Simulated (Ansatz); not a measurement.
BrGeH (SMILES [GeH][Br]) moved off its minimum; all values from Ansatz (a program for electronic structure), cores frozen in correlated methods.
(charge 0, multiplicity 1)
```xyz
3

Ge    -0.7669    -0.5177     0.9133
H     -1.7167    -1.1114    -0.4014
Br     0.7015     0.5634    -0.7758
```

Task: Give the forces (eV/Å), the total energy and the dipole at CCSD(T)/aug-cc-pVTZ.

Result: 
```json
[
 {"atom": "Ge1", "Fx": "-0.048", "Fy": "0.055", "Fz": "-2.005"},
 {"atom": "H2", "Fx": "0.593", "Fy": "0.356", "Fz": "1.159"},
 {"atom": "Br3", "Fx": "-0.545", "Fy": "-0.411", "Fz": "0.846"}
]
```
Energy -4648.7655 hartree, dipole 2.58 D.
